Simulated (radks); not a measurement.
Fractional charge and spin in the 5p shell of praseodymium: the spin-up occupation runs from 2 to 3 and the spin-down occupation from 2 to 3; the fullest corner is Pr, [Kr] 4d10 4f(up 1.5, down 1.5) 5s2 6s2 5p(up 3, down 3). Calculated with a radial shooting solver on a logarithmic mesh with Libxc functionals: scalar-relativistic Kohn-Sham, PBE, spin-polarised, spherical densities, finite nucleus; Fermi nuclear charge, rms radius of each element as measured or else 0.836 A^(1/3) + 0.57 fm. Energy (eV) minus the two flat planes that join the four corners (they meet along the diagonal where the two added fractions sum to one electron); zero is where a piecewise linear energy would lie.

| down \ up | 2 | 2.25 | 2.5 | 2.75 | 3 |
|---|---|---|---|---|---|
| 2 | 0.000 | -0.988 | -1.309 | -0.975 | 0.000 |
| 2.25 | -0.988 | -1.255 | -0.869 | 0.156 | -0.874 |
| 2.5 | -1.309 | -0.869 | 0.207 | -0.773 | -1.150 |
| 2.75 | -0.975 | 0.156 | -0.773 | -1.101 | -0.850 |
| 3 | 0.000 | -0.874 | -1.150 | -0.850 | 0.000 |

Corners above the fullest one (they belong to Pr+ and the next ion): (up 3, down 2) 25.903 eV, (up 2, down 3) 25.903 eV, (up 2, down 2) 62.517 eV. With half an added electron in each spin the energy lies 0.207 eV from the planes, and with half an added electron in spin up alone -1.309 eV. The planes are only a guide here: the flat-plane condition holds for ground states with one frontier orbital, while this shell lies below other occupied shells, so the corners above the fullest one are inner-hole states and not the ground states of those ions.
